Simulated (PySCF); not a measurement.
Species: C4H11FSi.
Z-matrix (Å and degrees, GFN2-xTB geometry), rows numbered from 1:
```
C 
C   1  1.5296
C   2  1.5276  1  110.02
Si  2  1.9099  1  111.95  3   123.87
C   4  1.9206  2  109.96  1    64.72
F   5  1.3817  4  110.68  2   -69.25
H   1  1.0870  2  111.24  3   179.32
H   1  1.0896  2  110.50  3    59.08
H   1  1.0881  2  110.53  3   -60.53
H   2  1.0970  1  107.63  3  -116.77
H   3  1.0892  2  110.63  1   -57.09
H   3  1.0874  2  110.99  1  -177.38
H   3  1.0877  2  110.56  1    62.67
H   4  1.4689  2  110.61  1  -178.55
H   4  1.4646  2  111.30  1   -54.65
H   5  1.0929  4  113.27  2    49.82
H   5  1.0920  4  111.86  2   172.61
```

PySCF, density fitting, gas phase, GFN2-xTB geometry. The standard run uses grid level 2 after a coarse-grid start, the def2-universal JK fitting basis (with tight functions added where the orbital basis needs them), an energy threshold of 1e-9 Eh and DIIS. The changed runs have no coarse-grid stage.

Standard PBE0/pcSseg-1: E = -547.916703 Eh, HOMO -8.010 eV, LUMO 0.987 eV, dipole 1.629 D, 12 cycles (coarse-grid cycles included). What changes at PBE0/pcSseg-1 with: start guess atom?

E = -547.916703 Eh (0.000 mEh), HOMO -8.010 eV (0.000), LUMO 0.987 eV (0.000), dipole 1.629 D (0.000), 10 SCF cycles. The result matches the standard run within 0.02 mEh and 0.003 eV; such settings steer the iterations and don't enter the energy expression.

The cycles:
```
cycle   1  E = -547.5853731689  dE =  1.375e+00  |g| = 1.152e+00  |ddm| = 3.620e+00
cycle   2  E = -547.4129135179  dE =  1.725e-01  |g| = 1.373e+00  |ddm| = 2.247e+00
cycle   3  E = -547.9125142902  dE = -4.996e-01  |g| = 1.272e-01  |ddm| = 1.499e+00
cycle   4  E = -547.9158876651  dE = -3.373e-03  |g| = 5.831e-02  |ddm| = 1.562e-01
cycle   5  E = -547.9166769689  dE = -7.893e-04  |g| = 1.140e-02  |ddm| = 4.667e-02
cycle   6  E = -547.9167009521  dE = -2.398e-05  |g| = 3.782e-03  |ddm| = 1.077e-02
cycle   7  E = -547.9167029449  dE = -1.993e-06  |g| = 8.970e-04  |ddm| = 2.611e-03
cycle   8  E = -547.9167030994  dE = -1.545e-07  |g| = 1.723e-04  |ddm| = 9.594e-04
cycle   9  E = -547.9167031065  dE = -7.083e-09  |g| = 3.834e-05  |ddm| = 2.382e-04
cycle  10  E = -547.9167031068  dE = -3.261e-10  |g| = 1.217e-05  |ddm| = 4.180e-05
```
